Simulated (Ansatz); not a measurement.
`CB(F)[SeH]` + H₂ → `FB[SeH]` + CH₄ at 600 K and 1 bar (hydrogenolysis of a B–C bond).

Isolated molecules relaxed with PBE0-D4/def2-TZVP in Ansatz; ΔE leaves out vibrations. CCSD(T)/CBS adds triple-zeta CCSD(T) − MP2 to the extrapolated MP2 energy (def2 sets, frozen cores). This one scheme is used for every species. For Se outer-core shells are correlated without core-valence functions, which leaves a few kJ/mol of doubt a bond. Scalar relativity is left out up to krypton. One conformer a species, not always the lowest.

```json
{"species": "`CB(F)[SeH]`", "CCSD(T)/CBS energy (Eh)": "-2565.84504", "H − E (kJ/mol)": "184.8", "S (J/(mol·K))": "396.8"}
{"species": "H₂", "CCSD(T)/CBS energy (Eh)": "-1.17544", "H − E (kJ/mol)": "43.9", "S (J/(mol·K))": "150.8"}
{"species": "`FB[SeH]`", "CCSD(T)/CBS energy (Eh)": "-2526.56401", "H − E (kJ/mol)": "96.0", "S (J/(mol·K))": "329.4"}
{"species": "CH₄", "CCSD(T)/CBS energy (Eh)": "-40.46206", "H − E (kJ/mol)": "140.4", "S (J/(mol·K))": "215.7"}
```

H − E and S are ideal-gas, rigid-rotor, harmonic terms from PBE0-D4/def2-TZVP, for one conformer and one mirror image of each species. The MP2-based limit puts H₂ 0.8 mEh under its directly extrapolated value; such offsets cancel only in part. 1 Eh = 2625.50 kJ/mol, R = 8.31446 J/(mol·K).

Task: By hand: ΔE, ΔH, ΔS and ΔG.

Result: ΔE = (-2526.56401) + (-40.46206) − (-2565.84504) − (-1.17544) = -0.00559 Eh = -14.7 kJ/mol. Δ(H − E) = 96.0 + 140.4 − 184.8 − 43.9 = 7.7, so ΔH = -7.0 kJ/mol. ΔS = 329.4 + 215.7 − 396.8 − 150.8 = -2.5 J/(mol·K). ΔG = -7.0 − 600 × (-2.5)/1000 = -5.5 kJ/mol.

Task: By hand: the equilibrium constant, and the temperature at which ΔG would vanish if ΔH and ΔS stayed fixed.

Result: log₁₀ K = −ΔG/(RT ln 10) = 0.5. ΔG = 0 at ΔH/ΔS = 2800 K, far beyond where these terms or the molecules hold.

The number of gas molecules stays the same, so ΔS is small and ΔH decides. The sign of ΔG lies within the doubt. A doubt of 5 kJ/mol in ΔE shifts log₁₀ K by 0.4 here. Other conformers and mirror images would add mixing entropy, several J/(mol·K) or more a flexible species. Modes under 60 cm⁻¹, often nearly free rotors, make the harmonic entropy too high. These are equilibria of isolated gas molecules and say nothing of rates. Largest T1 diagnostic: 0.012 (customary marks: 0.02 for closed shells, 0.045 for open ones).
